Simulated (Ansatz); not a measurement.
Start from `CC(C)[NH][Al]([F])[F]` and change one atom or group to get `CC(C)N`.

Ansatz, PBE0-D4/def2-TZVP geometries, multiplicity 1. Each molecule was computed in one conformer, which needn't be the lowest.

```
                             property  `CC(C)[NH][Al]([F])[F]`
    LUMO energy (PBE/def2-TZVPP) / eV                    -1.39
 HOMO–LUMO gap (PBE0/def2-TZVPP) / eV                     6.72
HOMO energy (ωB97M-V/def2-TZVPP) / eV                    -9.58
    HOMO energy (PBE/def2-TZVPP) / eV                    -5.90
  HOMO–LUMO gap (PBE/def2-TZVPP) / eV                     4.52
HOMO–LUMO gap (B3LYP/def2-TZVPP) / eV                     6.17
```

Problem. What does the change do to each property? (Estimate.)

Solution. Computed: 
| property | `CC(C)N` | shift |
| --- | --- | --- |
| LUMO energy (PBE/def2-TZVPP) / eV | 0.19 | 1.58 |
| HOMO–LUMO gap (PBE0/def2-TZVPP) / eV | 7.82 | 1.10 |
| HOMO energy (ωB97M-V/def2-TZVPP) / eV | -9.25 | 0.33 |
| HOMO energy (PBE/def2-TZVPP) / eV | -5.34 | 0.56 |
| HOMO–LUMO gap (PBE/def2-TZVPP) / eV | 5.53 | 1.01 |
| HOMO–LUMO gap (B3LYP/def2-TZVPP) / eV | 7.24 | 1.07 |

With PBE0 the HOMO rises by 0.42 eV and the LUMO rises by 1.52 eV, so the gap widens by about 1.10 eV. PBE moves the HOMO by 0.56 eV and ωB97M-V by 0.33 eV.

B3LYP here is the variant with VWN-RPA as its local correlation; programs differ in this.
